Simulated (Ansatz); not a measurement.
The same path of BH4NO + H3P (11 atoms, charge 0, multiplicity 1) was run 3 times with different band settings. Lost on the way: P8–H11. Made: B1–P8, N2–H11.

These are results of RKS B3LYP-D4/def2-SVP in Ansatz 0.2.0, not measurements.

Relaxed end points:

```xyz
11
Properties=species:S:1:pos:R:3
B 0.206 -0.632 0.164
N 0.143 -0.859 1.554
H -0.671 -0.687 2.135
H 0.928 -1.238 2.068
H 1.227 -0.881 -0.431
O -0.828 -0.126 -0.575
H -1.637 0.037 -0.073
P -0.561 3.045 0.796
H -1.876 2.483 0.743
H -0.888 3.876 1.916
H -0.056 1.994 1.622
```

```xyz
11
Properties=species:S:1:pos:R:3
B -0.213 0.443 0.283
N -0.149 -0.092 1.837
H -0.004 -1.107 1.851
H 0.594 0.365 2.369
H 0.909 0.211 -0.172
O -1.311 -0.327 -0.230
H -1.345 -0.291 -1.191
P -0.514 2.431 0.318
H -1.501 2.482 1.363
H 0.565 2.791 1.194
H -1.043 0.104 2.297
```

Common settings: spring 5.0 eV/Å²; optimiser quadratic models (default); start path through a guess of the saddle point; force threshold 0.05 eV/Å; iteration limit 60; end points relaxed.

| run | movable images | climbing image |
| --- | --- | --- |
| 1 | 7 | yes |
| 2 | 3 | no |
| 3 | 1 | no |

Question: What does each run give, and how far can it be trusted?

Answer: Run 1: converged after 43 iterations, highest image 2.083 eV above the first end. The profile has 2 maxima (images 3, 6) with wells between them (image 5): this band takes more than one step, which may be the mechanism or a detour left from its start path. Neighbouring images differ by up to 1.9 eV, so the band resolves the path poorly. A vibrational analysis at the climbing image gives one clearly imaginary mode, 1392i cm⁻¹: a first-order saddle point.
Run 2: converged after 26 iterations, highest image 0.695 eV above the first end. No image climbed, so the highest image needn't sit at the top of the path. A band with more images between the same ends climbed to 2.08 eV, so this one has probably stepped over the top. So few images can step over the top or miss a turn of the path.
Run 3: converged after 20 iterations, highest image 0.683 eV above the first end. No image climbed, so the highest image needn't sit at the top of the path. A band with more images between the same ends climbed to 2.08 eV, so this one has probably stepped over the top. So few images can step over the top or miss a turn of the path.
The orbitals stay closed-shell, which can raise the energy where a bond breaks towards radicals; this wasn't checked here.
